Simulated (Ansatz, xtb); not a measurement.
## Ranking isomers of CH6FNSi3

5 gas-phase structures of CH6FNSi3, from a drawn sample of its isomers (lower ones may exist). Each was relaxed with GFN2-xTB; where two conformers were screened, the lower at r2SCAN-D4/def2-SVP is listed:

A. `N#C[Si@@H]([SiH3])[SiH2]F`, a singlet
B. `N#C[Si@@H](F)[SiH2][SiH3]`, a singlet
C. `N#C[SiH2][Si@@H](F)[SiH3]`, a singlet
D. `N#C[Si](F)([SiH3])[SiH3]`, a singlet
E. `N#C[SiH2][SiH2][SiH2]F`, a singlet

Q: Which do you expect lowest at r2SCAN-D4/def2-SVP, and how would the others follow?

A: Calculated order at r2SCAN-D4/def2-SVP: B (0.0), D (1.7), E (1.7), A (2.0), C (4.1) kcal/mol. Less than 1 kcal/mol parts D and E; E and A, so the order within those pairs means little.

Energies above the lowest of each column, in kcal/mol; the last columns are at B3LYP-D3(BJ)/def2-SVP geometries:

| structure | GFN2-xTB | HF/STO-3G | r2SCAN-D4/def2-SVP | B3LYP-D3(BJ)/def2-SVP | CCSD(T)/def2-SVP + ΔMP2/def2-TZVPP |
| --- | --- | --- | --- | --- | --- |
| B | 3.7 | 0.5 | 0.0 | 0.0 | 0.0 |
| D | 3.8 | 0.0 | 1.7 | 1.7 | 2.1 |
| E | 1.1 | 1.4 | 1.7 | 0.5 | 0.9 |
| A | 0.0 | 1.6 | 2.0 | 0.9 | 1.0 |
| C | 1.5 | 2.5 | 4.1 | 3.0 | 2.9 |

CCSD(T)/def2-SVP + ΔMP2/def2-TZVPP puts B lowest, with E within 1 kcal/mol; GFN2-xTB picks A, HF/STO-3G picks D. CCSD(T)/def2-SVP + ΔMP2/def2-TZVPP orders those it was run on as B (0.0), E (0.9), A (1.0), D (2.1), C (2.9) kcal/mol. Less than 1 kcal/mol parts B and E; E and A; D and C, so the order within those pairs means little. Flexible structures stand in one conformer each, not always the lowest. ΔMP2 is the change of the MP2 energy from the smaller to the larger basis.

Over these structures GFN2-xTB departs from r2SCAN-D4/def2-SVP by 2.2 kcal/mol on average once a common shift is removed. A GFN2-xTB relaxation took about 0.12 s and the r2SCAN-D4/def2-SVP energy about 1.5 s on a shared host (Ansatz 0.2.0, xtb 6.7.1).
